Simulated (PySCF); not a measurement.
A GIAO shielding run with PySCF 2.14.0 with density-fitted response routines (density fitting, non-relativistic, gas phase) on SMILES C(CC=O)[SiH2][SiH2][SiH3], C3H12OSi3:

```
$ OMP_NUM_THREADS=1 python probes_run.py task.json out

{"job": {"kind": "nmr", "xc": "PBE0", "basis": "pcSseg-1"}, "charge": 0, "multiplicity": 1}
O      0.440186     0.918560     1.249083
C      1.408630     1.323345     0.663247
C      2.071551     0.614755    -0.466466
C      1.194624    -0.476813    -1.061051
Si     0.422906    -1.629026     0.267406
Si    -1.756593    -1.069428     0.799223
Si    -2.506750     1.006573     0.104271
H      1.890993     2.272528     0.964497
H      2.986478     0.176657    -0.050690
H      2.387394     1.349412    -1.213624
H      0.401262    -0.006053    -1.643860
H      1.792500    -1.056473    -1.762957
H      0.538573    -2.974264    -0.336227
H      1.386634    -1.686268     1.377811
H     -1.941286    -1.203955     2.253161
H     -2.656032    -2.117546     0.270880
H     -3.880846     0.986535    -0.411418
H     -1.703426     1.547932    -1.003600
H     -2.486601     2.032778     1.146492
```

Hardware: 1 thread of an Arm Neoverse N1, shared host. The job also computes population analyses, field gradients.

(1) How large is the calculation?

(2) How long does it take, and how much memory does it need?

Answers

(1) 80 electrons, 200 basis functions and 1109 auxiliary functions.

(2) 68 s of wall time, with 13 SCF cycles and 5 response iterations; peak memory 0.91 GiB. Times on a shared host scatter by some tens of per cent.
